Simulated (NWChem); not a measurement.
System: selenium hexafluoride (SeF₆); SMILES F[Se](F)(F)(F)(F)F

Input file for NWChem:

```
start job
memory heap 200 mb stack 900 mb global 1100 mb
geometry units angstroms noautosym nocenter noautoz
  F     -0.967175    -0.985664     0.997888
  Se     0.000000     0.000000     0.000000
  F      0.233699     1.081941     1.295180
  F     -1.383003     0.872122    -0.478995
  F     -0.233699    -1.081941    -1.295180
  F      1.383003    -0.872122     0.478995
  F      0.967175     0.985664    -0.997888
end
basis spherical
  F library aug-cc-pvdz
  Se library aug-cc-pvdz
end
dft
  xc pbe0
  iterations 150
  semidirect filesize 400000000
end
property
  response 1 0.0428
end
task dft property
```

All runs use the structure optimised with PBE0/def2-SVP.

Field at 1065 nm.

Q: Give the results of this calculation. (PBE0/aug-cc-pVDZ.) Quantities: isotropic polarisability (bohr³); anisotropy (bohr³).

A: 
* **isotropic polarisability (bohr³)**: 35.1
* **anisotropy (bohr³)**: 0.0
